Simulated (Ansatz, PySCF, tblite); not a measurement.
Intermolecular potential of AlBr3 ··· HF (SMILES [Br][Al]([Br])[Br] and F). Monomers: optimised at B3LYP-D3(BJ) (def2-TZVP), held rigid. Orientation: lowest of the rigid-body minima from ten starts at GFN2-xTB (searched outside a hard wall at short contacts). R is the distance of the centres of mass, along which the second monomer moves. The shortest distances reach bonding range, where SAPT0 and rigid monomers are unreliable.

RKS-M06-2X/6-31G* = restricted M06-2X/6-31G*, spherical d, no counterpoise correction (PySCF); GFN2-xTB (tblite); RHF/3-21G = restricted Hartree-Fock/3-21G, no counterpoise correction run with PySCF; CCSD(T)/aug-cc-pVDZ = CCSD(T) on RHF/aug-cc-pVDZ, cores with 3d frozen, counterpoise-corrected (Ansatz, a program for electronic structure).

Interaction energies in kcal/mol; the last columns give the difference from CCSD(T):

```csv
R / Å,RKS-M06-2X/6-31G*,GFN2-xTB,RHF/3-21G,CCSD(T)/aug-cc-pVDZ,RKS-M06-2X/6-31G* − CCSD(T)/aug-cc-pVDZ,GFN2-xTB − CCSD(T)/aug-cc-pVDZ,RHF/3-21G − CCSD(T)/aug-cc-pVDZ
2.04,-11.24,-8.49,-20.71,4.00,-15.23,-12.49,-24.71
2.27,-12.83,-11.76,-20.30,-0.75,-12.08,-11.01,-19.55
2.46,-12.23,-12.46,-18.43,-2.33,-9.90,-10.13,-16.10
2.69,-10.63,-11.73,-15.95,-2.99,-7.64,-8.74,-12.96
2.84,-9.44,-10.72,-14.40,-3.03,-6.40,-7.69,-11.36
3.19,-6.92,-7.94,-11.00,-2.63,-4.29,-5.31,-8.36
3.45,-5.47,-6.14,-8.64,-2.19,-3.28,-3.95,-6.46
3.97,-3.29,-3.71,-4.77,-1.40,-1.89,-2.30,-3.36
4.66,-1.45,-2.11,-1.96,-0.77,-0.68,-1.34,-1.19
5.63,-0.45,-1.13,-0.76,-0.36,-0.09,-0.77,-0.40
6.96,-0.17,-0.56,-0.33,-0.15,-0.02,-0.41,-0.18
```

RKS-M06-2X/6-31G* is furthest from CCSD(T)/aug-cc-pVDZ at 2.04 (-15.23 kcal/mol, below); its mean absolute difference over the points is 5.59 kcal/mol.

GFN2-xTB is furthest from CCSD(T)/aug-cc-pVDZ at 2.04 (-12.49 kcal/mol, below); its mean absolute difference over the points is 5.83 kcal/mol.

RHF/3-21G is furthest from CCSD(T)/aug-cc-pVDZ at 2.04 (-24.71 kcal/mol, below); its mean absolute difference over the points is 9.51 kcal/mol.
